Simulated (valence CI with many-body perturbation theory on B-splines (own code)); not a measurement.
Values are calculated unless marked as measured or tabulated.
# Hyperfine factors and g values of La43+

Method: valence CI with perturbative core correlation (CI+MBPT): four valence electrons over a frozen Dirac-Fock core [Ne], a basis of 11 s, 11 p, 9 d, 7 f, 5 g, 2 h, 1 i functions for each j, with the one-electron correlation potential Σ1 (screened to all orders), the two-electron term Σ2, the three-electron term Σ3, Breit, model QED; selected single and double excitations, second order for the rest (own B-spline code, finite nucleus).

No measured spectrum was set against this ion. As an estimate, large intervals hold to a few tenths of a per cent, small ones and those within an open d or f shell to about a per cent.

A/g_I is the dipole constant over the nuclear g factor μ/I (μ in nuclear magnetons, uniformly magnetised nucleus), B/Q the quadrupole constant per barn. Both hold the static response of the core; the bare values leave it out. Large factors of s and p1/2 electrons are usually good to 5 to 10 %; those of open d and f shells near neutrality can be off by tens of per cent, and small factors of p3/2, d and f electrons come from cancelling terms and can be off by a factor of two or in sign, in half-filled shells by more. B is blank for J = 1/2, where it vanishes, and for nearly pure S terms. Energies count from the lowest level. Levels with J = 0 are left out.

Levels are named by their leading jj configuration (3d3/2^4 stands for four electrons in 3d with j = 3/2), which in mixed levels can hold well under half, so a name can repeat and another be missing. Letters in brackets count levels of one name in rising energy.

| Level | E (eV) | g | A/g_I (MHz) | A/g_I bare | B/Q (MHz/b) | B/Q bare |
| --- | --- | --- | --- | --- | --- | --- |
| (3s^2 3p1/2 3p3/2) J=1 | 96.67 | 1.494 | -36100 | -33100 | 82300 | 80900 |
| (3s^2 3p1/2 3p3/2) J=2 | 103.53 | 1.184 | 208000 | 204000 | 137000 | 135000 |
| (3s^2 3p3/2^2) J=2 | 205.17 | 1.302 | 89400 | 88900 | 27200 | 26700 |
| (3s 3p1/2^2 3p3/2) J=2 | 207.79 | 1.595 | 491000 | 482000 | 137000 | 134000 |
| (3s 3p1/2^2 3p3/2) J=1 | 228.92 | 0.988 | -295000 | -285000 | 106000 | 105000 |
| (3s^2 3p1/2 3d3/2) J=2 | 254.44 | 0.765 | 174000 | 172000 | 28300 | 29300 |
| (3s^2 3p1/2 3d3/2) J=1 | 283.47 | 0.890 | -126000 | -121000 | 19000 | 19400 |
| (3s^2 3p1/2 3d5/2) J=2 | 283.90 | 1.412 | 98200 | 98000 | 9910 | 10700 |
| (3s^2 3p1/2 3d5/2) J=3 | 288.30 | 1.153 | 154000 | 152000 | -2300 | -614 |
| (3s 3p1/2 3p3/2^2) J=2 [a] | 309.36 | 1.357 | 177000 | 174000 | 78900 | 78100 |
| (3s 3p1/2 3p3/2^2) J=3 | 316.34 | 1.275 | 386000 | 378000 | 37700 | 37400 |
| (3s 3p1/2 3p3/2^2) J=1 [a] | 332.30 | 1.258 | 451000 | 441000 | -128000 | -126000 |
| (3s 3p1/2 3p3/2^2) J=2 [b] | 335.25 | 1.105 | 72300 | 72700 | -16400 | -16000 |
| (3s 3p1/2 3p3/2^2) J=1 [b] | 342.61 | 1.377 | 184000 | 183000 | 67800 | 66700 |
| (3s 3p1/2^2 3d3/2) J=1 | 367.95 | 0.380 | -373000 | -362000 | 12000 | 12500 |
| (3s 3p1/2^2 3d3/2) J=2 | 372.39 | 1.173 | 421000 | 412000 | 25100 | 25900 |
| (3s^2 3p3/2 3d3/2) J=3 | 378.88 | 1.132 | 80000 | 80300 | 141000 | 140000 |
| (3s^2 3p3/2 3d3/2) J=2 | 378.94 | 1.058 | 29800 | 31300 | -20600 | -20200 |
| (3s^2 3p3/2 3d3/2) J=1 | 379.61 | 1.141 | 95200 | 95100 | -74000 | -73300 |
| (3s^2 3p3/2 3d5/2) J=4 | 384.10 | 1.243 | 43900 | 44700 | 202000 | 200000 |
| (3s^2 3p3/2 3d5/2) J=2 | 385.87 | 1.293 | 97400 | 97100 | -113000 | -111000 |
| (3s 3p1/2^2 3d5/2) J=3 | 400.02 | 1.371 | 297000 | 292000 | 25200 | 26600 |
| (3s 3p1/2^2 3d5/2) J=2 | 409.15 | 1.051 | -195000 | -188000 | -10400 | -8650 |
| (3s^2 3p3/2 3d5/2) J=3 | 410.41 | 1.162 | 53400 | 53700 | 32500 | 33400 |
| (3s^2 3p3/2 3d5/2) J=1 | 415.18 | 1.114 | -30300 | -27600 | 20700 | 20900 |
| (3s 3p3/2^3) J=2 | 436.58 | 1.360 | 452000 | 442000 | -153000 | -151000 |
| (3s 3p1/2 3p3/2 3d3/2) J=2 [a] | 445.35 | 1.147 | 95600 | 95600 | 29800 | 29500 |
| (3s 3p1/2 3p3/2 3d3/2) J=1 [a] | 453.65 | 1.199 | 224000 | 221000 | -78300 | -77600 |
| (3s 3p1/2 3p3/2 3d3/2) J=3 [a] | 456.88 | 1.170 | 280000 | 275000 | 11700 | 12000 |
| (3s 3p3/2^3) J=1 | 457.09 | 1.184 | -312000 | -301000 | -46100 | -45300 |
| (3s 3p1/2 3p3/2 3d3/2) J=2 [b] | 457.46 | 1.185 | 171000 | 169000 | -37500 | -37000 |
| (3s 3p1/2 3p3/2 3d3/2) J=4 | 467.10 | 1.218 | 321000 | 315000 | 83100 | 82800 |
| (3s 3p1/2 3p3/2 3d5/2) J=4 [a] | 475.04 | 1.395 | 197000 | 194000 | 200000 | 198000 |
| (3s 3p1/2 3p3/2 3d3/2) J=2 [c] | 477.89 | 0.896 | 138000 | 136000 | -49100 | -47900 |

Take the isotope of mass number 138, with I = 5, μ = 3.7084 μN and Q = 0.39 b. What is the hyperfine structure of (3s^2 3p1/2 3d5/2) J=2?

From the table A = 72800 MHz, B = 3870 MHz. Shifts from the centre of gravity in MHz: F = 3: -872000, F = 4: -582000, F = 5: -220000, F = 6: 217000, F = 7: 729000.
